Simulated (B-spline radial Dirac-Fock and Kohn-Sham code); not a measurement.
# What relativity does to the binding energies of Yb²⁹⁺

System: Yb²⁹⁺, configuration 1s2 2s2 2p6 3s2 3p6 3d10 4s2 4p6 4d5.

Both columns are ΔSCF binding energies of the configuration average from an atomic code on a B-spline grid: non-relativistic Hartree-Fock with a point nucleus, and Dirac-Fock with a finite nucleus and the Coulomb interaction alone, averaged over the two j levels with weights 2j+1.

```
shell  Hartree-Fock (eV)  Dirac-Fock (eV)  shift (eV)  shift (%)
   1s            58275.3          62702.4    +4427.06      +7.60
   2s            10457.7          11619.1    +1161.38     +11.11
   2p            10023.3          10404.0     +380.66      +3.80
   3s             3194.4           3481.4     +287.00      +8.98
   3p             2997.6           3103.5     +105.91      +3.53
   3d             2636.0           2620.4      -15.52      -0.59
   4s             1356.5           1443.3      +86.87      +6.40
   4p             1267.6           1300.8      +33.19      +2.62
   4d             1120.6           1119.0       -1.59      -0.14
```

Relativity binds 1s, 2s, 2p, 3s, 3p, 4s, 4p more strongly, among those listed most of all 2s in relative terms, and 3d, 4d more weakly, because the contracted s and p shells screen the nucleus better.

Values without a named source are computed, but for edge energies of neutral atoms, which are taken from tables.
